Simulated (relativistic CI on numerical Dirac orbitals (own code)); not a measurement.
## O⁵⁺: from the plainest model towards the measured levels

Calculated with a relativistic CI code on KLI orbitals (one set per configuration, finite nucleus), adding one ingredient at a time: step 1, Dirac-Coulomb, each configuration alone; step 2, with Breit and QED terms; step 3, with configuration mixing; step 4, with scaled Slater integrals (0.9); step 5, with a P86 correlation estimate; step 6, tied to the ionisation limit. P86 is a density functional for the correlation energy, evaluated here for each configuration and added to its levels. Step 6 is semi-empirical: configurations made of the next ion and one excited electron move by -573 cm⁻¹, so that their limit matches the tabulated ionisation energy, and those with a non-penetrating f or g electron also take the P86 value of the least penetrating other one.

CI space (outside the closed core 1s2): 2s, 2p, 3s, 3p, 3d, 4s, 4p, 4d, 4f, 5s, 6s, 6d, 7s, 7d, 9d.

Computed minus measured energy above the ground level, in cm⁻¹, for 14 of the 23 excited levels that pair in every step (one J of a term; a digit in brackets numbers repeated terms):

| Configuration | Term | J | Measured | Step 1 | Step 2 | Step 3 | Step 4 | Step 5 | Step 6 |
| --- | --- | --- | --- | --- | --- | --- | --- | --- | --- |
| 2p | 2P° | 1/2 | 96375 | 837 | 842 | 841 | 841 | 2374 | 1801 |
| 3s | 2S | 1/2 | 640040 | -767 | -864 | -864 | -864 | -445 | -1017 |
| 3p | 2P° | 1/2 | 666113 | -474 | -566 | -566 | -566 | -387 | -960 |
| 3d | 2D | 3/2 | 674626 | -951 | -1083 | -1082 | -1082 | -2135 | -2708 |
| 4s | 2S | 1/2 | 852696 | -962 | -1080 | -1080 | -1080 | -563 | -1136 |
| 4p | 2P° | 1/2 | 863334 | -844 | -959 | -958 | -958 | -535 | -1107 |
| 4d | 2D | 3/2 | 866880 | -1049 | -1181 | -1181 | -1181 | -876 | -1449 |
| 4f | 2F° | 5/2 | 867078 | -1122 | -1254 | -1254 | -1254 | 1906 | 8 |
| 5s | 2S | 1/2 | 948690 | -1020 | -1145 | -1145 | -1145 | -365 | -938 |
| 6s | 2S | 1/2 | 1000080 | -1063 | -1191 | -1191 | -1191 | -130 | -703 |
| 6d | 2D | 3/2 | 1004170 | -1077 | -1208 | -1208 | -1208 | -89 | -662 |
| 7s | 2S | 1/2 | 1030780 | -1108 | -1238 | -1237 | -1237 | 98 | -475 |
| 7d | 2D | 3/2 | 1033310 | -1086 | -1218 | -1218 | -1218 | 159 | -414 |
| 9d | 2D | 3/2 | 1065311 | -1221 | -1353 | -1353 | -1353 | 482 | -91 |

Mean absolute errors in cm⁻¹, over all paired levels and for the first 12 configurations:

| Configuration, levels | Step 1 | Step 2 | Step 3 | Step 4 | Step 5 | Step 6 |
| --- | --- | --- | --- | --- | --- | --- |
| all, 23 | 971 | 1083 | 1082 | 1082 | 846 | 988 |
| 2p, 2 | 870 | 834 | 833 | 833 | 2366 | 1793 |
| 3s, 1 | 767 | 864 | 864 | 864 | 445 | 1017 |
| 3p, 2 | 466 | 570 | 570 | 570 | 391 | 964 |
| 3d, 2 | 953 | 1085 | 1085 | 1085 | 2137 | 2710 |
| 4s, 1 | 962 | 1080 | 1080 | 1080 | 563 | 1136 |
| 4p, 2 | 840 | 960 | 959 | 959 | 536 | 1109 |
| 4d, 2 | 1050 | 1182 | 1182 | 1182 | 877 | 1450 |
| 4f, 2 | 1122 | 1254 | 1254 | 1254 | 1906 | 8 |
| 5s, 1 | 1020 | 1145 | 1145 | 1145 | 365 | 938 |
| 6s, 1 | 1063 | 1191 | 1191 | 1191 | 130 | 703 |
| 6d, 2 | 1081 | 1212 | 1212 | 1212 | 93 | 666 |
| 7s, 1 | 1108 | 1238 | 1237 | 1237 | 98 | 475 |

Measured levels: Moore, Selected Tables of Atomic Spectra, NSRDS-NBS 3, section 8.

The mean absolute error is lowest at step 5 (846 cm⁻¹), and the largest single drop is from step 4 to 5 (1082 to 846). Mixing lowers the ground level by 0; relative to it the configurations that move most are 4p by +1, 2p by -1, 3p by +0. The P86 estimate moves 4f by +3160, 9d by +1835, 2p by +1533, and takes the mean absolute error of the excited configurations from 1082 to 846. Step 6 takes that error from 846 to 988; the error more than halves for 9d; 4f gains from the shift and the changed P86 value together; it grows for 3s, 3p, 4s, 4p, 4d, 5s, 6s, 6d and others. The shift fits the limit, so it does little for low levels whose errors differ from those near the limit.
